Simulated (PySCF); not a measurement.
C3H7FSi, SMILES [C@H]1(F)C[C@@H]1[SiH3]. Atoms are numbered in the order given.

```xyz
12

F     -1.8245     1.4242     0.0398
C     -0.8477     0.6017     0.5230
C     -1.0787    -0.8652     0.4524
C     -0.0571    -0.1970    -0.4735
Si     1.7839    -0.4770    -0.2790
H     -0.3539     1.0413     1.3975
H     -0.7256    -1.4966     1.2739
H     -2.0190    -1.1870    -0.0032
H     -0.4148    -0.0646    -1.5014
H      2.0967    -0.5571     1.1795
H      2.1984    -1.7554    -0.9278
H      2.5640     0.6431    -0.8818
```
Charge 0, spin multiplicity 1.

Geometry: B3LYP-D3(BJ)/def2-SVP. The structure was generated by enumeration; whether it is a known compound was not checked.

Calculation: PBE0/pcSseg-1 run with PySCF.

GIAO shieldings, no solvent; atoms listed in one row are averaged. δ = σ(ref) − σ: ¹⁹F against CFCl3 (σ = 167.2 ppm); ¹³C against TMS (σ = 186.3 ppm); ²⁹Si against TMS (σ = 352.7 ppm); ¹H against TMS (σ = 31.56 ppm), references at their B3LYP-D3(BJ)/def2-TZVP geometries, non-relativistic.

```csv
nucleus,atoms,count,δ (ppm)
¹⁹F,F1,1,-226.6
¹³C,C2,1,76.1
¹³C,C3,1,13.8
¹³C,C4,1,1.2
²⁹Si,Si5,1,-60.5
¹H,H6,1,4.49
¹H,"H10, H11, H12",3,4.12
¹H,H8,1,1.46
¹H,H7,1,0.77
¹H,H9,1,0.48
```
